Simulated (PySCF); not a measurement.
Compound: C5H5F2S (doublet state).
Geometry (GFN2-xTB, Å), atoms numbered from 1 in this order:
```xyz
13
C5H5F2S angstrom
F      2.5953   -1.0125    0.5854
C      2.1473    0.1866    0.1007
C      0.6605    0.1845   -0.0300
C     -0.1932   -0.7976    0.2517
C     -1.6311   -0.4869    0.0234
C     -1.6414    0.8361   -0.6702
F     -2.7582    1.5913   -0.5912
S     -0.1068    1.6572   -0.6210
H      2.4801    0.9642    0.7990
H      2.6267    0.3429   -0.8734
H      0.1197   -1.7569    0.6259
H     -2.1146   -1.2567   -0.5904
H     -2.1886   -0.4518    0.9724
```

The hyperfine couplings belong to this conformer and change with its torsions.

The species is `C1C=C(S[C]1F)CF` [radical].

Computed with UKS B3LYP, pcH-1 on C F H S, non-relativistic, mean-field spin-orbit, GIAO in PySCF. Geometry: GFN2-xTB, one conformer, isolated molecule. A GFN2-xTB geometry isn't a minimum of the functional, and hyperfine couplings can be far from their values at a DFT geometry. Stability of the SCF solution: not tested.

Principal values of hyperfine tensors in MHz (contact, dipolar and spin–orbit terms together), for some of the nuclei:

```tsv
atom	isotope	A1	A2	A3
C6	13C	177.82	181.24	400.99
F7	19F	-7.92	24.50	588.75
H13	1H	104.64	106.22	115.35
H12	1H	98.48	99.29	114.44
S8	33S	-1.45	4.34	49.23
C5	13C	-10.61	-8.77	-2.84
C3	13C	-8.10	-2.03	-0.06
H11	1H	-5.89	-4.81	0.93
```

(1) Give the isotropic coupling of each nucleus in MHz and in mT (g = 2.0045), and the anisotropic part.

(2) What spin density at the nucleus of C5 lies behind its contact coupling (g_N = 1.40482)?

(3) C4 (13C, g_N = 1.40482) isn't in the table. Its spin density at the nucleus is 0.005231 bohr⁻³. What is its contact coupling?

(4) Which nucleus of the table has the largest anisotropic coupling, and what is its form?

(5) What first-order splitting does C6 cause when the field lies along A1, A2 or A3 of its tensor (g taken as isotropic, no quadrupole term)?

## Answers

(1) a_iso = (A1 + A2 + A3)/3, Ti = Ai − a_iso; 1 mT corresponds to 28.056 MHz. The tensors hold a spin–orbit part: the run splits a_iso into a_FC + a_SO, and T includes its anisotropic share.

```tsv
atom	a_iso (MHz)	a_FC	a_SO	a_iso (mT)	T1	T2	T3
C6	253.35	253.00	0.35	9.030	-75.53	-72.11	147.64
F7	201.77	200.49	1.28	7.192	-209.70	-177.27	386.97
H13	108.74	108.74	0.00	3.876	-4.10	-2.52	6.61
H12	104.07	104.07	0.01	3.709	-5.59	-4.78	10.37
S8	17.37	17.65	-0.28	0.619	-18.82	-13.04	31.86
C5	-7.41	-7.43	0.02	-0.264	-3.20	-1.36	4.56
C3	-3.40	-3.39	-0.01	-0.121	-4.70	1.37	3.34
H11	-3.26	-3.26	0.01	-0.116	-2.64	-1.55	4.19
```

(2) a_FC = (2μ0/3) gₑ μB g_N μN ρ(0)/(2S·h) = 800.24 MHz × g_N × ρ(0)/(2S), with ρ in bohr⁻³. With a_FC = -7.43 MHz and 2S = 1, ρ(0) = -0.006605 bohr⁻³.

(3) By the same relation, a_FC = 5.88 MHz. Its full tensor has the principal values 1.77, 4.30, 11.58 MHz.

(4) F7: -209.7, -177.3, 387.0 MHz (the dipolar term alone has -211.7, -176.9, 388.6), rhombic: the two smaller values differ by 8 % of the largest.

(5) 2 lines (I = 1/2), spaced by |A_i|/(g × 13.996): 6.34, 6.46, 14.29 mT along the axes of A1, A2 and A3.
